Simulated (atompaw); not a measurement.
Logarithmic derivatives: germanium (Ge), PAW (atompaw)

```
Element                 : germanium (Ge)
Generator               : atompaw 4.2.0.5
Type                    : PAW
Functional              : LDA (PW92)
Relativity              : scalar-relativistic
Frozen core             : [Ar]
Valence charge          : 14
Reference configuration : 3d10 4s2 4p1 (charge +1)
Partial waves           : 4s (bound): rc 1.95 bohr; 4s channel at -0.15 Ry: rc 1.95 bohr; 4p (bound): rc 1.90 bohr; 4p channel at 1.05 Ry: rc 1.95 bohr; 3d (bound): rc 1.20 bohr; 3d channel at -1.6 Ry: rc 1.20 bohr
Local potential         : bessel scheme, radius 1.75 bohr
Core correction         : smooth core density matched at 1.80 bohr
Augmentation charge     : besselshape compensation charge, radius 1.55 bohr; PAW radius 1.95 bohr; waves and projectors: custom rrkj vanderbiltortho
```

The phase is arctan(r·u′/u) with u = r·R(r), unwrapped; energies in Ry, scanned from -5 to 5 Ry. A pole is an energy at which the radial function vanishes at the test radius. The pseudo phase is shifted by a multiple of π to meet the all-electron one at the reference energy, and phase errors are pseudo minus all-electron; the curves can meet again beyond the range given. Levels narrower than the energy grid can be missing from the lists of poles.

```csv
channel,radius (bohr),reference energy (Ry),"poles, all-electron","poles, pseudo",unbroken range about the reference energy with phases within 0.05 rad,phase error 1 Ry above the reference energy (rad)
s,1.95,-1.48,1.64,1.64,the whole range,+0.000
p,1.95,-0.84,3.22,3.20,the whole range,-0.000
d,1.95,-2.84,-2.72,-2.72,the whole range,+0.000
```

Phases in the p channel:

```tsv
E (Ry)	all-electron	pseudo
-5.00	1.293	1.291
-4.76	1.282	1.281
-4.52	1.271	1.270
-4.28	1.258	1.257
-4.04	1.244	1.243
-3.80	1.228	1.227
-3.56	1.209	1.208
-3.32	1.188	1.187
-3.08	1.163	1.162
-2.84	1.133	1.133
-2.60	1.097	1.097
-2.36	1.053	1.053
-2.12	0.998	0.998
-1.88	0.927	0.927
-1.64	0.834	0.833
-1.40	0.706	0.706
-1.16	0.530	0.530
-0.92	0.289	0.289
-0.68	-0.017	-0.017
-0.44	-0.347	-0.347
-0.20	-0.639	-0.639
0.04	-0.864	-0.864
0.28	-1.026	-1.027
0.52	-1.145	-1.145
0.76	-1.233	-1.233
1.00	-1.301	-1.301
1.24	-1.354	-1.354
1.48	-1.397	-1.397
1.72	-1.433	-1.433
1.96	-1.463	-1.463
2.20	-1.489	-1.489
2.44	-1.512	-1.512
2.68	-1.532	-1.532
2.92	-1.550	-1.551
3.16	-1.567	-1.568
3.40	-1.583	-1.584
3.64	-1.597	-1.599
3.88	-1.612	-1.613
4.12	-1.625	-1.628
4.36	-1.639	-1.642
4.60	-1.652	-1.656
4.84	-1.665	-1.670
```
